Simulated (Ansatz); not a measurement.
Ansatz (a program for electronic structure) input (PBE0/def2-TZVPD):

Ansatz 0.2 input:
```yaml
crystal:
  periodic: [false, false, false]
  atoms:
    - {symbol: Co, position_ang: [0.26637771, -0.27087133, -0.08195417]}
    - {symbol: O, position_ang: [1.46670872, -1.52395391, -0.42560113]}
    - {symbol: H, position_ang: [1.63789866, -2.34823045, 0.03481713]}
    - {symbol: S, position_ang: [-1.17769954, 1.32095094, 0.26496736]}
    - {symbol: H, position_ang: [-1.72057397, 0.71817271, 1.34327657]}
basis:
  gaussian:
    orbitals: def2-TZVPD
hamiltonian:
  xc: {name: PBE0}
total_charge: -1
magnetization: {spin_polarized: true, initial_magnetization: 4}
```

End of the output:

```
integrals: 0.08 GiB planned
1166 factors; their error is unknown
mean field: 0.95 GiB planned
mean field evaluation 1: about -50516.1739 eV, gradient 7.6e1 eV
mean field evaluation 2: about -50310.0803 eV, gradient 3.0e2 eV
mean field evaluation 4: about -50529.8988 eV, gradient 2.0e1 eV
mean field evaluation 8: about -50531.9701 eV, gradient 9.0e-1 eV
mean field evaluation 16: about -50532.0980 eV, gradient 1.8e-1 eV
mean field evaluation 32: about -50531.5078 eV, gradient 4.8e0 eV
mean field evaluation 64: about -50532.2885 eV, gradient 3.6e0 eV
mean field -50532.32897767 eV, -1857.0288378865 hartree, gradient 8.4e-6 eV, S^2 6.009771; 6 other end points of the search recorded, 0 dependent functions left out
reference -50532.32900998 eV, -1857.0288390741 hartree; 29, 25 occupied and 123, 127 virtual orbitals, 1166 factors
Total energy: -50532.32900998 eV, -1857.0288390741 hartree
```

This state (charge -1, quintet) is run at the relaxed geometry of the species with charge 0 and multiplicity 4.
